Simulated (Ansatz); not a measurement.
Gas-phase reaction R1 + R2 → P1, each structure at its B3LYP-D3(BJ)/def2-TZVP stationary point, reached from a drawn start (curvature not checked).
P1, SiCl4 (SMILES Cl[Si](Cl)(Cl)Cl) (charge 0, multiplicity 1):
```xyz
5

Si     0.00000     0.00000     0.00000
Cl     1.17346     1.17346     1.17346
Cl     1.17346    -1.17346    -1.17346
Cl    -1.17346     1.17346    -1.17346
Cl    -1.17346    -1.17346     1.17346
```
R1: Cl2Si (SMILES Cl[Si]Cl), charge 0, multiplicity 1.
R2: Cl2 (SMILES ClCl), charge 0, multiplicity 1.

P less R. No zero-point or thermal terms.

Correlated levels freeze the cores. CBS(a, b) extrapolates the correlation energy as X⁻³ and adds the Hartree–Fock energy of set b.

Programs: Ansatz (Gaussian basis) for Hartree–Fock, density functionals and correlated methods. All values are computed, each at the level named.

```csv
level,reaction energy (kcal/mol)
revPBE/def2-TZVPP,-105.66
BHLYP/def2-TZVPP,-118.29
wB97M-V/def2-TZVPP,-118.44
SCS-MP2/cc-pV(T+d)Z,-121.41
SCS-MP2/cc-pV(Q+d)Z,-123.65
CCSD/cc-pV(D+d)Z,-114.24
CCSD/cc-pV(T+d)Z,-118.06
CCSD/cc-pV(Q+d)Z,…
"CCSD(T)/CBS(cc-pV(T+d)Z, cc-pV(Q+d)Z)",…
```

Fill in the missing entries.


- CCSD/cc-pV(Q+d)Z, reaction energy (kcal/mol): -121.03
- CCSD(T)/CBS(cc-pV(T+d)Z, cc-pV(Q+d)Z), reaction energy (kcal/mol): -122.62

Ansatz is an electronic-structure program.
